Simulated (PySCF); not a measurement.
GaO, doublet (typed; the unrestricted solution is spin-contaminated), geometry from GFN2-xTB (such geometries of metal compounds can be far from the true shape), atoms displaced at random by about 0.03 Å a coordinate.

Input for PySCF:
```python
from pyscf import gto, scf

mol = gto.Mole()
mol.atom = '''
    Ga    0.010609    0.024677   -0.386052
    O    -0.004927   -0.021160    1.355820
'''
mol.basis = 'sto-3g'
mol.charge = 0
mol.spin = 1
mol.verbose = 3
mol.build()

mf = scf.UHF(mol)
mf.kernel()
g = mf.nuc_grad_method()
grad = g.kernel()
```

Question: Predict the HOMO energy from PySCF with HF/STO-3G, gradient.

Answer: -6.89 eV

Question: What is the computed Mulliken (on the basis functions themselves) charges in atom order (HF/STO-3G, gradient)?

Answer: Ga1 0.32, O2 -0.32

Question: What is the computed <S^2> (HF/STO-3G, gradient)?

Answer: 0.934

These values belong to the state on which the SCF converged, which isn't shown to be the lowest.
